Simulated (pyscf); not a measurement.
Single points on ωB97X-D3(BJ)/def2-SVP structures (PySCF, gas phase).

Q: What is the homolytic dissociation enthalpy (298 K, ωB97M-D3(BJ)/def2-TZVP) of the Ge–Ge bond of Cl–GeH(Cl)–Ge(Cl)(Cl)–Cl (SMILES [Cl][GeH]([Cl])[Ge]([Cl])([Cl])[Cl]), to Cl–GeH•–Cl + Cl–Ge•(Cl)–Cl?

A: Ge–Ge to Cl–GeH•–Cl + Cl–Ge•(Cl)–Cl: 246.2 kJ/mol. The 7 functionals that were run give +219.8 (PBE) to +286.2 kJ/mol (ωB97X-D3(BJ)). Elements up to Kr have no core potential and no relativistic terms here.
